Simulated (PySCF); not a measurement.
Computed properties of BH3OSe2, SMILES OB([SeH])[SeH]

B(OH)(SeH)2 (BH3OSe2), SMILES [SeH]B(O)[SeH]. Coordinates come from a B3LYP-D3(BJ)/def2-SVP optimisation. The values are those of a single conformer. All values are computed for the isolated molecule unless a solvent is named; none is compared with measurement here.

**Structure.** The optimised structure has Cs symmetry. All 15 harmonic modes at B3LYP-D3(BJ)/def2-SVP (PySCF) are real, so it is a minimum. With heavy atoms numbered as in [B:1]([OH:2])([SeH:4])[SeH:6], the shortest bond between them is B1–O2 at 1.352 Å and the longest B1–Se4 at 1.973 Å.

**Vibrations.** The strongest infrared lines (harmonic, unscaled, degenerate partners summed) lie at 1077 cm⁻¹ (276 km/mol, H 59 %, B 28 %, O 12 %), 1349 cm⁻¹ (224 km/mol, B 67 %, O 30 %), 814 cm⁻¹ (126 km/mol, H 57 %, B 37 %). The softest mode is at 146 cm⁻¹ and the zero-point energy is 22.2 kcal/mol.

**Electronic structure.** B3LYP/def2-TZVP (PySCF) places the frontier levels at -6.74 and -0.78 eV, a gap of 5.96 eV, and gives a dipole moment of 2.01 D and a mean polarisability of 71.3 bohr³. PBE/def2-TZVP (PySCF) at the same geometry gives -5.86 and -1.35 eV, so its gap is 1.45 eV narrower. An orbital gap is neither the optical nor the fundamental gap.

**Excitations.** TDA-CAM-B3LYP/def2-SVPD (PySCF) has S1 at 5.12 eV (242 nm, f = 0.000, dark); the most intense of the 10 singlets computed lies at 5.92 eV (f = 0.23). T1 (TDA) is at 4.75 eV, 0.37 eV under S1. TDA-PBE/def2-SVPD (PySCF) puts S1 at 4.44 eV. No vertical singlet excitation falls in the visible range (under 3.1 eV).

**NMR.** GIAO shifts at B3LYP/pcSseg-1 (PySCF) (non-relativistic, atoms alike by connectivity averaged): ¹H from 1.8 to 5.2 ppm against TMS; ¹¹B at 44.9 ppm against BF3.
